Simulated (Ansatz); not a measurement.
**Energy profile**

The step: Si₂H₄O₂F₂ ([OH][Si]([F])([F])[O][SiH3]) + H₂O + NH₃ → SiNH₃OF₂ ([NH2][Si]([OH])([F])[F]) + SiH₄O ([OH][SiH3]) + H₂O (still joined by a long Si–O bond); bonds formed: O2–H9, H7–O10; dative contacts that become bonds: Si1–N8; bonds broken: H7–N8, H9–O10; bonds weakened to dative contacts: Si1–O2 (atoms numbered as in the saddle structure below).

Si1  (-0.087, 0.638, 0.993)
O2  (-0.191, 0.072, -0.771)
Si3  (-1.063, 0.761, -2.002)
F4  (-0.366, 2.129, 0.454)
F5  (0.093, 1.125, 2.561)
O6  (-1.306, -0.430, 1.319)
H7  (1.321, -1.322, 0.355)
N8  (1.575, -0.061, 0.950)
H9  (0.222, -1.095, -0.751)
O10  (0.850, -2.020, -0.393)
H11  (-1.180, -0.279, -3.058)
H12  (-0.346, 1.936, -2.551)
H13  (-2.413, 1.158, -1.538)
H14  (-1.566, -0.383, 2.242)
H15  (2.032, -0.006, 1.851)
H16  (2.173, 0.389, 0.264)
H17  (0.252, -2.612, 0.075)
(Å)

Electronic energies by CCSD(T) at an estimated basis limit (MP2 extrapolated from triple and quadruple zeta, plus CCSD(T) − MP2 in triple zeta), on PBE0-D4/def2-TZVP structures; Si₂NH₉O₃F₂, singlet; no counterpoise correction. Ansatz 0.2.0; basis: def2-TZVPP and def2-QZVPP; cores frozen in the correlated methods. Extrapolation: Hartree–Fock as exp(−7.88 √X), correlation as X^−2.97.

Question: Give the profile in kJ/mol, counted from the separated reactants. (An estimate is asked for; the value comes from the calculation.)

Answer: By the calculation:
| point | kJ/mol |
| --- | --- |
| separated: Si₂H₄O₂F₂ (linked as [OH][Si]([F])([F])[O][SiH3]; Si1, O2, Si3, F4, F5, O6, H11, H12, H13, H14; singlet) + NH₃ (H7, N8, H15, H16; singlet) + H₂O (H9, O10, H17; singlet) | 0.0 |
| start structure | -24.3 |
| saddle | 52.0 |
| end structure | 9.3 |
| separated: SiNH₃OF₂ (linked as [NH2][Si]([OH])([F])[F]; Si1, F4, F5, O6, N8, H14, H15, H16; singlet) + SiH₄O (linked as [OH][SiH3]; O2, Si3, H9, H11, H12, H13; singlet) + H₂O (H7, O10, H17; singlet) | 62.8 |

T1 diagnostic: at most 0.012.

For scale, one of the runs: CCSD(T)/def2-TZVPP, 396 basis functions, launched by `ansatz run in.yaml --threads 2 --pin off --events-out ev --progress --plain --max-ram 31744MiB --backend cuda --devices 0, --max-vram 18GiB`. The run took 18 s on 2 CPU threads of an AMD EPYC 7R13 and a share of one NVIDIA H100 (shared host), with 1.7 GiB of host memory at its peak.
